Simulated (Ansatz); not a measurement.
Program: Ansatz. Geometries: PBE0-D4/def2-TZVP. ΔE: electronic, gas phase. CCSD(T)/CBS is the MP2 limit (def2-TZVPP, def2-QZVPP) plus CCSD(T) − MP2 in def2-TZVPP, frozen cores. For Ti outer-core shells are correlated without core-valence functions, which leaves a few kJ/mol of doubt a bond. Scalar relativity is left out up to krypton. Each species was taken in one conformer, which may not be the lowest.

Reaction (redistribution): `[OH][Ti]([OH])([OH])[SH]` + `CC(C)BN` → `[NH2][Ti]([OH])([OH])[OH]` + `CC(C)BS`

| species | CCSD(T)/def2-TZVPP energy (Eh) |
| --- | --- |
| `[OH][Ti]([OH])([OH])[SH]` | -1474.59268 |
| `CC(C)BN` | -199.62380 |
| `[NH2][Ti]([OH])([OH])[OH]` | -1132.12579 |
| `CC(C)BS` | -542.06326 |

Work out ΔE.

ΔE = (-1132.12579) + (-542.06326) − (-1474.59268) − (-199.62380) = 0.02743 Eh = +0.75 eV. CCSD(T)/CBS gives +0.73 eV.

What do rigid-rotor, harmonic-oscillator terms from PBE0-D4/def2-TZVP frequencies (298.15 K, 1 bar) make of the CCSD(T)/CBS value? (Estimate.)

Ansatz gave: ΔZPE = -0.04 eV, ΔH = +0.69 eV, ΔS = 0 J/(mol·K), ΔG = +0.69 eV. Modes under 50 cm⁻¹ make the entropy rough.

Largest T1 diagnostic among the species: 0.025, so the coupled-cluster value is less sure than usual.

At CCSD(T), def2-SVP lies +0.09 eV from the extrapolated value and def2-TZVPP +0.01 eV. Leaving LDA and LC-ωPBE aside and taking each functional with its dispersion term where it has one, the values, not all of them listed here, spread over 0.08 eV, from revPBE-D4 to B2PLYP. LDA lies +0.05 eV from PBE without D4.
